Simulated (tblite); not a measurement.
Species: C₆H₁₂Si.
InChI=1S/C6H12Si/c1-6-4-5-7(6,2)3/h4H,5H2,1-3H3

Level: GFN2-xTB in tblite, geometry and Hessian alike; calculated harmonic values, unscaled, isolated species. The method is semi-empirical: single wavenumbers can be off by several per cent or more.

Harmonic wavenumbers (cm⁻¹): 97.6, 99.7, 105.9, 112.7, 130.8, 152.8, 169.6, 242.3, 290.8, 387.8, 498.5, 581.8, 693.4, 707.9, 758.1, 764.5, 783.9, 822.3, 832.8, 837.4, 864.8, 983.6, 1016.1, 1019.4, 1066.8, 1164.2, 1202.3, 1229.4, 1364.5, 1368.4, 1392.7, 1472.5, 1478.6, 1480.8, 1482.6, 1484.6, 1487.1, 1487.3, 1665.8, 2973.4, 2993.7, 2994.3, 3007.7, 3012.7, 3041.1, 3042.9, 3044.2, 3046.2, 3051.4, 3053.2, 3055.2.

A = 2610, B = 1643, C = 1519 MHz; mass 112.071 u (most abundant isotopes); point group Cs, symmetry number 1.

Question: What is the zero-point energy?

Answer: Half the sum of the wavenumbers: 35049 cm⁻¹ = 419.28 kJ/mol.

Question: Give the ideal-gas entropy at 298.15 K and 1 bar in the rigid-rotor, harmonic-oscillator model (classical rotation).

Answer: Translation 167.71, rotation 118.37, vibration 123.83: S = 409.9 J/(mol K).

Question: And Cp and H(298.15 K) − H(0)?

Answer: Cp = 158.28 J/(mol K), of which vibrations give 125.03 (their classical limit is 51 R = 424.0); H(298.15 K) − H(0) = 29.59 kJ/mol without the zero-point energy, 19.67 from vibrations.

Question: Blend soft modes into free rotors: weight 1/[1 + (100 cm⁻¹/ν̃)⁴] for the oscillator and the rest for a rotor with moment μB/(μ + B), μ = h/(8π²ν), B = 10⁻⁴⁴ kg m². What vibrational entropy results?

Answer: 118.92 J/(mol K) in place of 123.83, which changes −T·S at 298.15 K by +1.46 kJ/mol.

Question: Which modes carry the vibrational entropy at 298.15 K?

Answer: 97.6 cm⁻¹: 14.65; 99.7 cm⁻¹: 14.48; 105.9 cm⁻¹: 13.99; 112.7 cm⁻¹: 13.48; 130.8 cm⁻¹: 12.28; 152.8 cm⁻¹: 11.03 J/(mol K); the other 45 give 43.93 together.

Question: What must be added to the electronic energy to get the Gibbs energy at 298.15 K and 1 bar?

Answer: ZPE + [H(298.15 K) − H(0)] − T·S = 419.28 + 29.59 − 122.22 = 326.65 kJ/mol.

Hindered rotation and anharmonicity are outside this model.
